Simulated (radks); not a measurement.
Values are calculated unless marked as measured or tabulated.
Problem. Ionisation of Au4+, [Xe] 4f14 5d7, to Au5+, [Xe] 4f14 5d6, under several functionals. Dirac Kohn-Sham, spin-unpolarised, spherical densities, finite nucleus; open shells fill j = l - 1/2 first; a radial shooting solver on a logarithmic mesh with Libxc functionals. Known Delta-SCF values: exchange-only LDA 60.046 eV; OLYP 61.630 eV. What does PW91 give, and what is its highest occupied eigenvalue?

Solution. 61.541 eV by Delta-SCF; the 5d5/2 eigenvalue is -54.050 eV. NIST: 60 eV (theoretical).

Beside tabulated values, note that spin-unpolarised runs miss the spin-polarisation part of the exchange energy of open shells.
